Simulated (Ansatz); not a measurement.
A run for Ansatz (an electronic-structure program): R-wB97X-V/def2-TZVPP on C4H4O (SMILES C=CC=C=O).

Ansatz 0.2 input:
```yaml
crystal:
  periodic: [false, false, false]
  atoms:
    - {symbol: C, position_ang: [-1.59020799, 0.19476378, 0.38387123]}
    - {symbol: C, position_ang: [-0.47823877, -0.03959149, -0.31472054]}
    - {symbol: C, position_ang: [0.86537500, -0.00410643, 0.23776978]}
    - {symbol: C, position_ang: [1.94866731, -0.23953154, -0.47462015]}
    - {symbol: O, position_ang: [2.90396105, -0.44594435, -1.09753725]}
    - {symbol: H, position_ang: [-2.56121922, 0.15268046, -0.08836031]}
    - {symbol: H, position_ang: [-1.56230874, 0.43359777, 1.43992439]}
    - {symbol: H, position_ang: [-0.55575261, -0.27521330, -1.37067650]}
    - {symbol: H, position_ang: [1.02972395, 0.22334510, 1.28434936]}
basis:
  gaussian:
    orbitals: def2-TZVPP
hamiltonian:
  xc: {name: wB97X-V}
scf: {lower_state_search: off}
```

The head of its log:

```
WARN ansatz: RAYON_NUM_THREADS=1 ignored (pool sized by the plan → 1); use --threads N
Functional definition: wB97X-V
these checks for a lower state are left out or cut short: stability, starts, cluster_reference, orbital_swaps, neighbouring_geometries, increment
integrals: 0.14 GiB planned
1107 factors; their error is unknown
integrals: 0.17 GiB planned
267 factors; integrals over basis functions are off by at most 8.6e-6 eV
mean field: 1.24 GiB planned
mean field evaluation 1: about -6254.5172 eV, gradient 4.7e1 eV
mean field evaluation 2: about -6255.6892 eV, gradient 4.3e1 eV
```

Predict the final total energy.

-230.0146 hartree.
